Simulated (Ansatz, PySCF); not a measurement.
OSc, SMILES [O]=[Sc] (connectivity only; charge and spin as stated), neutral, multiplicity 2. Atoms are numbered in the order given.

```xyz
2

Sc     0.0000     0.0000    -0.4391
O      0.0000     0.0000     1.2230
```
Charge 0, spin multiplicity 2.

Geometry: B3LYP-D3(BJ)/def2-TZVPD.

Two levels are set side by side: PBE-D3(BJ)/def2-TZVPD (Ansatz, an electronic-structure program) and B3LYP-D3(BJ)/def2-TZVPD (Ansatz). Each level has its own optimised geometry; the coordinates shown are those of the second. Frequencies come from the Hessian of PySCF at each geometry. Differences are taken from unrounded values.

| quantity | B3LYP-D3(BJ) | PBE-D3(BJ) | PBE-D3(BJ) minus B3LYP-D3(BJ) |
|---|---|---|---|
| bond Sc1–O2 (Å) | 1.662 | 1.667 | 0.005 |
| highest harmonic wavenumber (cm⁻¹) | 1001 | 976 | -25 |
| mean harmonic wavenumber (cm⁻¹) | 1001 | 976 | -25 |
| zero-point energy (kcal/mol) | 1.43 | 1.40 | -0.04 |
